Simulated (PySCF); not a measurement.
HGeN + Br₂ → BrGeN + HBr

Level: PBE0 in the def2-TZVP basis family, all electrons, no relativity, computed in PySCF with density fitting; open shells unrestricted.

| species | state and structure | E (Eh) | ZPE (kJ/mol) | H(298 K) − H(0) (kJ/mol) | S° (J/(mol K)) |
| --- | --- | --- | --- | --- | --- |
| HGeN | singlet, C∞v, Ge–H 1.520 Å, Ge–N 1.628 Å; H–Ge–N 180.0° | -2131.91564 | 23.6 | 10.6 | 233.4 |
| Br₂ | singlet, D∞h, Br–Br 2.281 Å | -5147.70672 | 2.0 | 9.7 | 244.8 |
| BrGeN | singlet, C∞v, Ge–Br 2.253 Å, Ge–N 1.637 Å; Br–Ge–N 180.0° | -4705.22436 | 9.3 | 13.7 | 283.9 |
| HBr | singlet, C∞v, H–Br 1.421 Å | -2574.45811 | 16.0 | 8.7 | 198.5 |

Question: What is the electronic reaction energy?

Answer: At PBE0/def2-TZVP, ΔE = -157.8 kJ/mol from the differences of the total energies times 2625.5, downhill. 

Question: Add zero-point, thermal and entropy terms for 298.15 K and 1 bar.

Answer: ΔZPE = -0.3 and Δ[H(298) − H(0)] = 2.1 kJ/mol give ΔH° = -156.0 kJ/mol. ΔS° = 4.2 J/(mol K), so ΔG° = -156.0 − 298.15 × (0.0042) = -157 kJ/mol.

Each species is the lowest minimum found with this bonding; other isomers or fragments can lie lower.
